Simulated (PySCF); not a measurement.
H₄P, SMILES [PH4+], charge +1. Geometry: TPSSh-D3(BJ)/def2-TZVPD. The isomer is the one that the SMILES or the coordinates give; other isomers of the formula were not compared.

TDA-PBE/def2-TZVPD (PySCF 2.14.0) puts the lowest singlet excitations at 10.73, 10.73, 10.73, 11.00, 11.00, 11.44 eV and the lowest triplet (TDA) at 9.44 eV.

Question: What are the lowest singlet roots from EOM-CCSD/aug-cc-pVDZ (PySCF)? (The exact figures need the calculation; the answer reports its results.)

Answer: 11.67, 11.67, 11.67, 12.00, 12.00, 12.54 eV; triplets 10.33, 10.39, 10.39 eV. S1 differs by 0.94 eV (second minus first; roots are paired by order, and the bases may differ).
